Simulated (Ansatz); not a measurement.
Reaction (ligand exchange at the Si–C bond): `N=C(F)[SiH](N)Cl` + `N[SiH3]` → `N[SiH](Cl)N[SiH3]` + `N=CF`

Calculated with Ansatz (gas phase, PBE0-D4/def2-TZVP geometries, no zero-point term in ΔE). CBS: MP2 limit from def2 TZ/QZ plus the TZ coupled-cluster correction, frozen cores. This one scheme is used for every species. Functionals use def2-TZVPP. One conformer a species, not always the lowest.

`N=C(F)[SiH](N)Cl`:

Cartesian coordinates in Å:
```
N 0.996 0.428 -1.519
C 0.954 -0.429 -0.614
F 1.809 -1.478 -0.567
Si -0.340 -0.383 0.769
N -1.035 1.147 0.637
Cl -1.583 -1.991 0.424
H 1.729 0.247 -2.207
H 0.250 -0.628 2.099
H -1.772 1.478 1.236
H -1.008 1.610 -0.259
```

`N[SiH3]`:

```xyz
7

N    -0.028    0.312    1.020
Si   -0.093   -0.177   -0.628
H     0.377    1.202    1.259
H     0.166   -0.371    1.734
H    -0.662    0.947   -1.416
H     1.213   -0.542   -1.254
H    -0.973   -1.371   -0.715
```

`N[SiH](Cl)N[SiH3]`:

Cartesian coordinates in Å:
```
N 2.101 -0.186 1.001
Si 0.517 -0.714 0.691
Cl 0.308 -2.136 -0.802
N -0.423 0.599 0.138
Si -1.626 0.659 -1.110
H 2.630 0.303 0.296
H 2.699 -0.724 1.607
H 0.056 -1.381 1.928
H -0.293 1.459 0.652
H -1.040 0.548 -2.470
H -2.641 -0.412 -0.948
H -2.287 1.986 -0.984
```

`N=CF`:

```xyz
5

N    -0.489   -0.545   -0.613
C     0.008    0.256    0.195
F    -0.713    1.274    0.652
H     0.185   -1.262   -0.865
H     1.009    0.278    0.631
```

| level | ΔE (kJ/mol) |
| --- | --- |
| r2SCAN-D4 | -75.9 |
| ωB97X-V | -76.8 |
| ωB97M-V | -78.1 |
| B2PLYP | -76.8 |
| PBE0 | -73.3 |
| CCSD/def2-TZVPP | -82.5 |
| HF/def2-QZVPP | -89.3 |
| MP2/def2-QZVPP | -84.6 |

(1) What does CCSD(T)/CBS give? (An estimate is asked.)

Largest T1 diagnostic among the species: 0.013.

Answers

(1) Ansatz gave: -80.7 kJ/mol. The listed levels differ from it by 4.8, 3.9, 2.6, 3.9, 7.4, -1.8, -8.6, -3.9 kJ/mol.

From PBE to PBE0 (25 % exact exchange), in def2-TZVPP and without D4, ΔE moves by −7.8 kJ/mol. The D4 term adds −4.9 kJ/mol with B3LYP and −2.7 kJ/mol with PBE0; it sums over pairs of atoms, weighted by their polarisabilities, and B3LYP, whose exchange is more repulsive, gets the larger term.

CCSD(T)/CBS has its own doubt, a few kJ/mol and more with outer-core shells, so smaller differences from it don't rank the levels.

B3LYP here is the variant with VWN-RPA as its local correlation; programs differ in this.
